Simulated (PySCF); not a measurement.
hydronium (H₃O), SMILES [OH3+], charge +1. Geometry: B3LYP-D3(BJ)/def2-TZVPD.

TDA-M06-2X/def2-TZVPD run with PySCF puts the lowest singlet excitations at 11.67, 13.76, 13.76, 16.46, 16.52, 16.52 eV and the lowest triplet (TDA) at 10.96 eV.

### Question
What are the lowest singlet roots from EOM-CCSD/aug-cc-pVDZ (PySCF 2.14.0)? (Estimate from the structure and the level; the computed values follow.)

### Answer
11.70, 14.21, 14.21, 16.78, 16.78, 16.88 eV; triplets 10.96, 13.66, 13.66 eV. S1 differs by 0.03 eV (second minus first; roots are paired by order, and the bases may differ).
